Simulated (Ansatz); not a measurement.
Ansatz (an electronic-structure program) input (HF/3-21G): The .json file is the Basis Set Exchange's 3-21G.

Ansatz 0.2 input:
```yaml
crystal:
  periodic: [false, false, false]
  atoms:
    - {symbol: Sb, position_ang: [0.00019563, -0.00055304, 0.05154127]}
    - {symbol: H, position_ang: [-0.93591468, -1.10722179, -0.88464327]}
    - {symbol: H, position_ang: [-0.50407143, 1.37527918, -0.85964484]}
    - {symbol: H, position_ang: [1.43000890, -0.23985214, -0.88431645]}
basis:
  gaussian:
    orbitals: 3-21G.json
hamiltonian:
  xc: {name: HF}
phonons: {temperatures: {t_min: 298.15, t_max: 298.15, t_step: 100}}
```

Output:

```
Functional definition: HF
integrals: 0.00 GiB planned
503 factors; integrals over basis functions are off by at most 4.9e-5 eV
mean field: 0.08 GiB planned
mean field evaluation 1: about -171099.8620 eV, gradient 1.1e1 eV
mean field evaluation 2: about -171099.8676 eV, gradient 1.1e1 eV
mean field evaluation 4: about -171100.1144 eV, gradient 3.7e-1 eV
mean field evaluation 8: about -171100.1155 eV, gradient 5.9e-6 eV
mean field -171100.11549818 eV, -6287.8132687345 hartree, gradient 6.2e-6 eV, S^2 0.000000; 0 other end points of the search recorded, 0 dependent functions left out
the calculation of the forces begins
reference -171100.11549818 eV, -6287.8132687345 hartree; 27, 27 occupied and 12, 12 virtual orbitals, 503 factors
these checks for a lower state are left out or cut short: stability, starts, cluster_reference, orbital_swaps, neighbouring_geometries, increment
integrals: 0.00 GiB planned
503 factors; integrals over basis functions are off by at most 4.9e-5 eV
mean field: 0.08 GiB planned
mean field evaluation 16: about -171100.1154 eV, gradient 7.6e-6 eV
mean field -171100.11544373 eV, -6287.8132667332 hartree, gradient 7.6e-6 eV, S^2 0.000000; 0 other end points of the search recorded, 0 dependent functions left out
the calculation of the forces begins
reference -171100.11544373 eV, -6287.8132667332 hartree; 27, 27 occupied and 12, 12 virtual orbitals, 503 factors
these checks for a lower state are left out or cut short: stability, starts, cluster_reference, orbital_swaps, neighbouring_geometries, increment
integrals: 0.00 GiB planned
503 factors; integrals over basis functions are off by at most 4.8e-5 eV
mean field: 0.08 GiB planned
mean field -171100.11544351 eV, -6287.8132667253 hartree, gradient 7.6e-6 eV, S^2 0.000000; 0 other end points of the search recorded, 0 dependent functions left out
the calculation of the forces begins
reference -171100.11544351 eV, -6287.8132667253 hartree; 27, 27 occupied and 12, 12 virtual orbitals, 503 factors
these checks for a lower state are left out or cut short: stability, starts, cluster_reference, orbital_swaps, neighbouring_geometries, increment
integrals: 0.00 GiB planned
503 factors; integrals over basis functions are off by at most 4.9e-5 eV
mean field: 0.08 GiB planned
mean field -171100.11544211 eV, -6287.8132666738 hartree, gradient 7.6e-6 eV, S^2 0.000000; 0 other end points of the search recorded, 0 dependent functions left out
the calculation of the forces begins
reference -171100.11544211 eV, -6287.8132666738 hartree; 27, 27 occupied and 12, 12 virtual orbitals, 503 factors
these checks for a lower state are left out or cut short: stability, starts, cluster_reference, orbital_swaps, neighbouring_geometries, increment
integrals: 0.00 GiB planned
503 factors; integrals over basis functions are off by at most 4.9e-5 eV
mean field: 0.08 GiB planned
mean field evaluation 32: about -171100.1154 eV, gradient 7.6e-6 eV
mean field -171100.11544538 eV, -6287.8132667938 hartree, gradient 7.6e-6 eV, S^2 0.000000; 0 other end points of the search recorded, 0 dependent functions left out
the calculation of the forces begins
reference -171100.11544538 eV, -6287.8132667938 hartree; 27, 27 occupied and 12, 12 virtual orbitals, 503 factors
these checks for a lower state are left out or cut short: stability, starts, cluster_reference, orbital_swaps, neighbouring_geometries, increment
integrals: 0.00 GiB planned
503 factors; integrals over basis functions are off by at most 4.8e-5 eV
mean field: 0.08 GiB planned
mean field -171100.11546404 eV, -6287.8132674798 hartree, gradient 7.6e-6 eV, S^2 0.000000; 0 other end points of the search recorded, 0 dependent functions left out
the calculation of the forces begins
reference -171100.11546404 eV, -6287.8132674798 hartree; 27, 27 occupied and 12, 12 virtual orbitals, 503 factors
these checks for a lower state are left out or cut short: stability, starts, cluster_reference, orbital_swaps, neighbouring_geometries, increment
integrals: 0.00 GiB planned
503 factors; integrals over basis functions are off by at most 4.9e-5 eV
mean field: 0.08 GiB planned
mean field -171100.11546221 eV, -6287.8132674124 hartree, gradient 7.6e-6 eV, S^2 0.000000; 0 other end points of the search recorded, 0 dependent functions left out
the calculation of the forces begins
reference -171100.11546221 eV, -6287.8132674124 hartree; 27, 27 occupied and 12, 12 virtual orbitals, 503 factors
these checks for a lower state are left out or cut short: stability, starts, cluster_reference, orbital_swaps, neighbouring_geometries, increment
integrals: 0.00 GiB planned
503 factors; integrals over basis functions are off by at most 4.9e-5 eV
mean field: 0.08 GiB planned
mean field -171100.11548822 eV, -6287.8132683686 hartree, gradient 7.6e-6 eV, S^2 0.000000; 0 other end points of the search recorded, 0 dependent functions left out
the calculation of the forces begins
reference -171100.11548822 eV, -6287.8132683686 hartree; 27, 27 occupied and 12, 12 virtual orbitals, 503 factors
these checks for a lower state are left out or cut short: stability, starts, cluster_reference, orbital_swaps, neighbouring_geometries, increment
integrals: 0.00 GiB planned
503 factors; integrals over basis functions are off by at most 4.9e-5 eV
mean field: 0.08 GiB planned
mean field -171100.11548704 eV, -6287.8132683250 hartree, gradient 7.6e-6 eV, S^2 0.000000; 0 other end points of the search recorded, 0 dependent functions left out
the calculation of the forces begins
reference -171100.11548704 eV, -6287.8132683250 hartree; 27, 27 occupied and 12, 12 virtual orbitals, 503 factors
these checks for a lower state are left out or cut short: stability, starts, cluster_reference, orbital_swaps, neighbouring_geometries, increment
integrals: 0.00 GiB planned
503 factors; integrals over basis functions are off by at most 4.9e-5 eV
mean field: 0.08 GiB planned
mean field -171100.11548992 eV, -6287.8132684308 hartree, gradient 7.6e-6 eV, S^2 0.000000; 0 other end points of the search recorded, 0 dependent functions left out
the calculation of the forces begins
reference -171100.11548992 eV, -6287.8132684308 hartree; 27, 27 occupied and 12, 12 virtual orbitals, 503 factors
these checks for a lower state are left out or cut short: stability, starts, cluster_reference, orbital_swaps, neighbouring_geometries, increment
integrals: 0.00 GiB planned
503 factors; integrals over basis functions are off by at most 4.9e-5 eV
mean field: 0.08 GiB planned
mean field evaluation 64: about -171100.1155 eV, gradient 7.6e-6 eV
mean field -171100.11548920 eV, -6287.8132684045 hartree, gradient 7.6e-6 eV, S^2 0.000000; 0 other end points of the search recorded, 0 dependent functions left out
the calculation of the forces begins
reference -171100.11548920 eV, -6287.8132684045 hartree; 27, 27 occupied and 12, 12 virtual orbitals, 503 factors
these checks for a lower state are left out or cut short: stability, starts, cluster_reference, orbital_swaps, neighbouring_geometries, increment
integrals: 0.00 GiB planned
503 factors; integrals over basis functions are off by at most 4.9e-5 eV
mean field: 0.08 GiB planned
mean field -171100.11546523 eV, -6287.8132675235 hartree, gradient 7.6e-6 eV, S^2 0.000000; 0 other end points of the search recorded, 0 dependent functions left out
the calculation of the forces begins
reference -171100.11546523 eV, -6287.8132675235 hartree; 27, 27 occupied and 12, 12 virtual orbitals, 503 factors
these checks for a lower state are left out or cut short: stability, starts, cluster_reference, orbital_swaps, neighbouring_geometries, increment
integrals: 0.00 GiB planned
503 factors; integrals over basis functions are off by at most 4.9e-5 eV
mean field: 0.08 GiB planned
mean field -171100.11546700 eV, -6287.8132675885 hartree, gradient 7.6e-6 eV, S^2 0.000000; 0 other end points of the search recorded, 0 dependent functions left out
the calculation of the forces begins
reference -171100.11546700 eV, -6287.8132675885 hartree; 27, 27 occupied and 12, 12 virtual orbitals, 503 factors
these checks for a lower state are left out or cut short: stability, starts, cluster_reference, orbital_swaps, neighbouring_geometries, increment
integrals: 0.00 GiB planned
503 factors; integrals over basis functions are off by at most 4.9e-5 eV
mean field: 0.08 GiB planned
mean field -171100.11548352 eV, -6287.8132681956 hartree, gradient 7.6e-6 eV, S^2 0.000000; 0 other end points of the search recorded, 0 dependent functions left out
the calculation of the forces begins
reference -171100.11548352 eV, -6287.8132681956 hartree; 27, 27 occupied and 12, 12 virtual orbitals, 503 factors
these checks for a lower state are left out or cut short: stability, starts, cluster_reference, orbital_swaps, neighbouring_geometries, increment
integrals: 0.00 GiB planned
503 factors; integrals over basis functions are off by at most 4.9e-5 eV
mean field: 0.08 GiB planned
mean field -171100.11548191 eV, -6287.8132681364 hartree, gradient 7.6e-6 eV, S^2 0.000000; 0 other end points of the search recorded, 0 dependent functions left out
the calculation of the forces begins
reference -171100.11548191 eV, -6287.8132681364 hartree; 27, 27 occupied and 12, 12 virtual orbitals, 503 factors
Total energy: -171100.11549818 eV, -6287.8132687345 hartree
Atom 0 at     0.000196    -0.000553     0.051541 Å, force    -0.000004     0.000010    -0.000984 eV/Å
Atom 1 at    -0.935915    -1.107222    -0.884643 Å, force     0.000259     0.000305     0.000331 eV/Å
Atom 2 at    -0.504071     1.375279    -0.859645 Å, force     0.000139    -0.000380     0.000324 eV/Å
Atom 3 at     1.430009    -0.239852    -0.884316 Å, force    -0.000394     0.000065     0.000330 eV/Å
Dipole moment:    -0.000060     0.000169    -0.015749 e Å
Vibrations: 870.90 914.11 914.12 2012.37 2012.37 2032.88 cm⁻¹, zero-point energy 0.542849 eV
```

The blocks after the first are displaced geometries, from whose forces the wavenumbers follow.
